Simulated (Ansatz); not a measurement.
Frontier orbitals of FH$_{5}$SSi$_{2}$ (`F[SiH2][SiH2]S`).

Charge 0, multiplicity 1. The geometry is a stationary point of PBE0-D4/def2-TZVP. It is one conformer, not always the lowest. Basis def2-TZVPP, Ansatz 0.2.0.

Orbital energies of one run (eV). Highest occupied ones, from the top: -6.21, -7.40, -8.20, -8.56, -8.85, -10.03, -10.66, -10.67, -10.91, -12.79, -14.09, -18.37, -29.64, -94.64. Empty: -1.75, -0.84, -0.64, 0.21, 0.31, 0.61.

Problem. Which functional gave them?
A. B3LYP
B. PBE0
C. revPBE
D. CAM-B3LYP

Solution. C. HOMO energies: revPBE -6.21, B3LYP -7.20, CAM-B3LYP -8.71, PBE0 -7.43 eV.

B3LYP here is the variant with VWN-RPA as its local correlation; programs differ in this.
